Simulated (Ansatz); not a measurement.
Cartesian coordinates in Å:
```
C 0.998 -0.951 1.896
C 0.383 -0.365 0.727
N -0.104 0.099 -0.199
In -1.130 1.077 -2.146
H 1.388 -0.163 2.542
H 0.260 -1.535 2.447
H 1.817 -1.604 1.593
H -1.660 -0.422 -2.834
H 0.316 1.815 -2.752
H -2.268 2.050 -1.274
```

Total charge 0; spin multiplicity 1. In takes the def2 core potential.

(1) List the ωB97M-V/def2-TZVPP orbital energies in eV (Ansatz 0.2.0). (Estimate.)

Results:

(1) The calculation gave: Occupied: -396.07, -284.08, -283.67, -129.90, -86.33, -86.08, -86.08, -29.66, -25.51, -22.88, -22.64, -22.64, -22.56, -22.56, -18.06, -16.51, -16.51, -15.86, -13.20, -13.20, -12.52, -9.31, -9.31. Lowest empty: 1.13, 1.89, 1.89, 2.00, 2.32, 2.32, 3.83, 4.04.
